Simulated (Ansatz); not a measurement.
A run for Ansatz (a program for electronic structure): R-SVWN5/def2-TZVPP on H3InO (SMILES [OH][InH2]), a point of a torsion scan. Elements past Kr take the def2 small-core potentials; no spin–orbit coupling.

Ansatz 0.2 input:
```yaml
crystal:
  periodic: [false, false, false]
  atoms:
    - {symbol: O, position_ang: [1.30269192, -0.37780580, -0.27871084]}
    - {symbol: In, position_ang: [-0.56854712, 0.03435928, -0.48822180]}
    - {symbol: H, position_ang: [1.89727288, 0.08090428, 0.31185720]}
    - {symbol: H, position_ang: [-1.50338024, -1.30590726, -0.90694456]}
    - {symbol: H, position_ang: [-1.14936583, 1.62493017, -0.29418961]}
basis:
  gaussian:
    orbitals: def2-TZVPP
hamiltonian:
  xc: {name: SVWN5}
scf: {lower_state_search: off}
```

The head of its log:

```
WARN ansatz: RAYON_NUM_THREADS=1 ignored (pool sized by the plan → 1); use --threads N
Functional definition: SVWN5
these checks for a lower state are left out or cut short: stability, starts, cluster_reference, orbital_swaps, neighbouring_geometries, increment
integrals: 0.03 GiB planned
716 factors; their error is unknown
mean field: 0.30 GiB planned
mean field evaluation 1: about -7237.8274 eV, gradient 7.2e1 eV
mean field evaluation 2: about -7124.6298 eV, gradient 1.9e2 eV
```

Q: What total energy does the run end on?

A: -266.3096 hartree.
